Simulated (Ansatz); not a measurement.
Reaction (redistribution): `C[S][Ge][Cl]` + `N=C(N)[SiH3]` → `C[S][Ge][NH2]` + `N=C([SiH3])Cl`

Program: Ansatz. Geometries: PBE0-D4/def2-TZVP. ΔE: electronic, gas phase. CBS: MP2 limit from def2 TZ/QZ plus the TZ coupled-cluster correction, frozen cores. For Ge outer-core shells are correlated without core-valence functions, which leaves a few kJ/mol of doubt a bond. Scalar relativity is left out up to krypton. One conformer a species, not always the lowest.

| species | CCSD(T)/CBS(def2) energy (Eh) |
| --- | --- |
| `C[S][Ge][Cl]` | -2973.58695 |
| `N=C(N)[SiH3]` | -440.12060 |
| `C[S][Ge][NH2]` | -2569.69196 |
| `N=C([SiH3])Cl` | -843.98946 |

**Question.** Work out ΔE.

**Answer.** ΔE = (-2569.69196) + (-843.98946) − (-2973.58695) − (-440.12060) = 0.02613 Eh = +16.4 kcal/mol.

Largest T1 diagnostic among the species: 0.014.

In def2-TZVPP, CCSD(T) changes the Hartree–Fock value by −3.8 kcal/mol (the triples alone add −0.4 kcal/mol) and MP2 by −3.9 kcal/mol.
